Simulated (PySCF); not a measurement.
PySCF input file for Bi(F)(Me)2 (C2H6BiF), SMILES [CH3][Bi]([CH3])[F], TDA-LC-ωPBE/def2-SVPD. Geometry optimised at B3LYP-D3(BJ)/def2-SVP. The structure was generated by enumeration; whether it is a known compound was not checked. The def2 effective core potentials stand for the cores of Bi; spin–orbit coupling is left out.

```python
import numpy as np
from pyscf import gto, scf, dft, tdscf

mol = gto.M(
    atom='''
    Bi   -0.28495879    0.12852881   -0.00000000
    F     1.36922879    1.36306193   -0.00000001
    C     0.57861688   -1.20709730    1.64303314
    H     0.19335141   -0.90881214    2.62782358
    H     0.33240655   -2.25980344    1.44072135
    H     1.66680100   -1.05652488    1.60361005
    C     0.57861688   -1.20709733   -1.64303311
    H     0.19335140   -0.90881218   -2.62782356
    H     1.66680100   -1.05652491   -1.60361003
    H     0.33240655   -2.25980346   -1.44072130
    ''',
    basis='def2-SVPD',
    ecp={'Bi': 'def2-svp'},
    charge=0,
    spin=0,
    symmetry=True,
    max_memory=1600,
    verbose=4,
)
mf = dft.RKS(mol, xc='lc_wpbe').density_fit(auxbasis='def2-universal-jkfit')
mf.grids.level = 3
mf.conv_tol = 1e-9
mf.max_cycle = 100
mf.kernel()
mf.grids = dft.Grids(mol).set(level=1).build(with_non0tab=True)  # coarser grid for the response kernel
td = tdscf.TDA(mf)
td.singlet = True
td.nstates = 10
td.conv_tol = 1e-4
td.positive_eig_threshold = 1e-6
td.kernel(x0=td.get_init_guess(mf, 15))
td.analyze()
tt = tdscf.TDA(mf)
tt.singlet = False
tt.nstates = 4
tt.conv_tol = 1e-4
tt.positive_eig_threshold = 1e-6
tt.kernel(x0=tt.get_init_guess(mf, 9))
tt.analyze(verbose=3)
```

Output:

```
PySCF version 2.14.0

[INPUT] verbose = 4
[INPUT] num. atoms = 10
[INPUT] num. electrons = 50
[INPUT] charge = 0
[INPUT] spin (= nelec alpha-beta = 2S) = 0
[INPUT] symmetry True subgroup None
[INPUT] Mole.unit = angstrom
[INPUT] Symbol           X                Y                Z      unit          X                Y                Z       unit  Magmom
[INPUT]  1 Bi    -0.284958790000   0.128528810000   0.000000000000 AA   -0.538494069887   0.242884250016   0.000000000000 Bohr   0.0
[INPUT]  2 F      1.369228790000   1.363061930000  -0.000000010000 AA    2.587467414970   2.575813738521  -0.000000018897 Bohr   0.0
[INPUT]  3 C      0.578616880000  -1.207097300000   1.643033140000 AA    1.093427434250  -2.281083302702   3.104882648184 Bohr   0.0
[INPUT]  4 H      0.193351410000  -0.908812140000   2.627823580000 AA    0.365381210698  -1.717406043280   4.965866869874 Bohr   0.0
[INPUT]  5 H      0.332406550000  -2.259803440000   1.440721350000 AA    0.628157341512  -4.270409596950   2.722568773314 Bohr   0.0
[INPUT]  6 H      1.666801000000  -1.056524880000   1.603610050000 AA    3.149797394151  -1.996542666989   3.030383805100 Bohr   0.0
[INPUT]  7 C      0.578616880000  -1.207097330000  -1.643033110000 AA    1.093427434250  -2.281083359394  -3.104882591492 Bohr   0.0
[INPUT]  8 H      0.193351400000  -0.908812180000  -2.627823560000 AA    0.365381191801  -1.717406118869  -4.965866832080 Bohr   0.0
[INPUT]  9 H      1.666801000000  -1.056524910000  -1.603610030000 AA    3.149797394151  -1.996542723681  -3.030383767306 Bohr   0.0
[INPUT] 10 H      0.332406550000  -2.259803460000  -1.440721300000 AA    0.628157341512  -4.270409634745  -2.722568678827 Bohr   0.0

nuclear repulsion = 200.430905037642
point group symmetry = Cs
symmetry origin: [ 1.71793283e-10 -3.26407241e-09  3.09227909e-09]
symmetry axis x: [ 1.00000000e+00 -7.04307694e-09 -2.77152507e-09]
symmetry axis y: [-7.04307695e-09 -1.00000000e+00 -2.48395893e-09]
symmetry axis z: [ 2.77152505e-09 -2.48395898e-09  1.00000000e+00]
num. orbitals of irrep A' = 82
num. orbitals of irrep A" = 61
number of shells = 61
number of NR pGTOs = 220
number of NR cGTOs = 143
basis = def2-SVPD
ecp = {'Bi': 'def2-svp'}


[settings echo left out]
init E= -366.667030148658
HOMO (A") = -0.764774853599869  LUMO (A') = -0.654606152848874  gap/eV = 2.99784
cycle= 1 E= -392.950937616878  delta_E= -26.3  |g|= 2.08  |ddm|= 14.1
HOMO (A') = -0.0903370859354915  LUMO (A') = 0.0404399988273454  gap/eV = 3.55863
cycle= 2 E= -393.610509608996  delta_E= -0.66  |g|= 1.56  |ddm|= 8.26
HOMO (A') = -0.303975091194705  LUMO (A') = 0.041650189477739  gap/eV = 9.40494
cycle= 3 E= -394.105676231311  delta_E= -0.495  |g|= 0.199  |ddm|= 2.52
HOMO (A') = -0.356312713951628  LUMO (A') = 0.026290203270424  gap/eV = 10.41116
cycle= 4 E= -394.111047778163  delta_E= -0.00537  |g|= 0.164  |ddm|= 0.386
HOMO (A') = -0.358181172404791  LUMO (A') = 0.0259873531860002  gap/eV = 10.45376
cycle= 5 E= -394.115874406719  delta_E= -0.00483  |g|= 0.0315  |ddm|= 0.132
HOMO (A') = -0.355228878904764  LUMO (A') = 0.028476783782299  gap/eV = 10.44116
cycle= 6 E= -394.116108793505  delta_E= -0.000234  |g|= 0.00865  |ddm|= 0.0424
HOMO (A') = -0.355494164536498  LUMO (A') = 0.0289805470726137  gap/eV = 10.46209
cycle= 7 E= -394.116148591916  delta_E= -3.98e-05  |g|= 0.00165  |ddm|= 0.0238
HOMO (A') = -0.355632351104109  LUMO (A') = 0.0288086772243048  gap/eV = 10.46117
cycle= 8 E= -394.116150235388  delta_E= -1.64e-06  |g|= 0.000365  |ddm|= 0.00585
HOMO (A') = -0.355653616634257  LUMO (A') = 0.0288100020483562  gap/eV = 10.46179
cycle= 9 E= -394.11615036567  delta_E= -1.3e-07  |g|= 0.000109  |ddm|= 0.0013
HOMO (A') = -0.35565741068115  LUMO (A') = 0.0288078694513665  gap/eV = 10.46183
cycle= 10 E= -394.11615038161  delta_E= -1.59e-08  |g|= 3.51e-05  |ddm|= 0.000472
HOMO (A') = -0.355661009041146  LUMO (A') = 0.0288051461194208  gap/eV = 10.46186
cycle= 11 E= -394.116150383567  delta_E= -1.96e-09  |g|= 1.03e-05  |ddm|= 0.000171
HOMO (A') = -0.35566120437117  LUMO (A') = 0.0288047547158392  gap/eV = 10.46185
cycle= 12 E= -394.116150383755  delta_E= -1.88e-10  |g|= 2.69e-06  |ddm|= 6.1e-05
HOMO (A') = -0.355660917860821  LUMO (A') = 0.0288050752576119  gap/eV = 10.46185
Extra cycle  E= -394.116150383765  delta_E= -9.21e-12  |g|= 1.21e-06  |ddm|= 9.18e-06
converged SCF energy = -394.116150383765
tot grids = 39248
Overwritten attributes  positive_eig_threshold  of <class 'pyscf.tdscf.rks.TDA'>


******** <class 'pyscf.tdscf.rks.TDA'> for <class 'pyscf.df.df_jk.DFSymAdaptedRKS'> ********
nstates = 10 singlet
deg_eia_thresh = 1.000e-03
wfnsym = None
conv_tol = 0.0001
eigh lindep = 1e-12
eigh level_shift = 0
eigh max_cycle = 100


Excitation energies (eV)
[4.92216064 5.85133903 6.5091666  6.80831379 7.70008122 7.84258147
 7.9642013  8.01175999 8.24108362 8.4714189 ]

** Singlet excitation energies and oscillator strengths **
Excited State   1:   A'      4.92216 eV    251.89 nm  f=0.0291
      25 -> 26       -0.69321
Excited State   2:   A"      5.85134 eV    211.89 nm  f=0.0004
      24 -> 26       -0.68755
Excited State   3:   A"      6.50917 eV    190.48 nm  f=0.2217
      24 -> 28       -0.15291
      25 -> 27       -0.65448
Excited State   4:   A'      6.80831 eV    182.11 nm  f=0.1676
      24 -> 27       -0.25031
      25 -> 28       -0.63496
      25 -> 32        0.10110
Excited State   5:   A'      7.70008 eV    161.02 nm  f=0.0997
      21 -> 26       -0.11596
      23 -> 26        0.36499
      24 -> 27        0.44946
      25 -> 28       -0.20106
      25 -> 29       -0.25574
Excited State   6:   A'      7.84258 eV    158.09 nm  f=0.4262
      24 -> 27       -0.34931
      25 -> 29       -0.57386
Excited State   7:   A"      7.96420 eV    155.68 nm  f=0.0029
      22 -> 26       -0.63389
      22 -> 29       -0.10589
      24 -> 28       -0.16732
      24 -> 29       -0.13487
Excited State   8:   A'      8.01176 eV    154.75 nm  f=0.1139
      21 -> 26        0.21597
      23 -> 26       -0.50225
      24 -> 27        0.26760
      25 -> 28       -0.14487
      25 -> 29       -0.24999
Excited State   9:   A"      8.24108 eV    150.45 nm  f=0.6882
      24 -> 28        0.53952
      24 -> 29       -0.32834
      25 -> 27       -0.16666
      25 -> 30       -0.14884
Excited State  10:   A"      8.47142 eV    146.36 nm  f=0.0165
      22 -> 26       -0.19285
      24 -> 28        0.31576
      24 -> 29        0.52787
      25 -> 30        0.20222

** Transition electric dipole moments (AU) **
state          X           Y           Z        Dip. S.      Osc.
  1         0.3176      0.3752     -0.0000      0.2416      0.0291
  2         0.0000      0.0000      0.0547      0.0030      0.0004
  3        -0.0000      0.0000      1.1790      1.3899      0.2217
  4        -0.7182      0.6991     -0.0000      1.0046      0.1676
  5        -0.5318      0.4958     -0.0000      0.5287      0.0997
  6         0.9009     -1.1861      0.0000      2.2184      0.4262
  7         0.0000      0.0000      0.1211      0.0147      0.0029
  8        -0.2804      0.7082     -0.0000      0.5802      0.1139
  9        -0.0000      0.0000      1.8462      3.4086      0.6882
 10         0.0000     -0.0000      0.2823      0.0797      0.0165

WARN: ECP detected. Skipping calculation of transition velocity and magnetic dipole moments, which have not yet been implemented.



******** <class 'pyscf.tdscf.rks.TDA'> for <class 'pyscf.df.df_jk.DFSymAdaptedRKS'> ********
nstates = 4 triplet
deg_eia_thresh = 1.000e-03
wfnsym = None
conv_tol = 0.0001
eigh lindep = 1e-12
eigh level_shift = 0
eigh max_cycle = 100


Excitation energies (eV)
[4.09498215 5.04455809 5.48972626 5.56913534]

** Triplet excitation energies and oscillator strengths **
Excited State   1:   A'      4.09498 eV    302.77 nm  f=0.0000
Excited State   2:   A"      5.04456 eV    245.78 nm  f=0.0000
Excited State   3:   A"      5.48973 eV    225.85 nm  f=0.0000
Excited State   4:   A'      5.56914 eV    222.63 nm  f=0.0000
```

The run converged.

Cost: roughly 4 core-minutes.
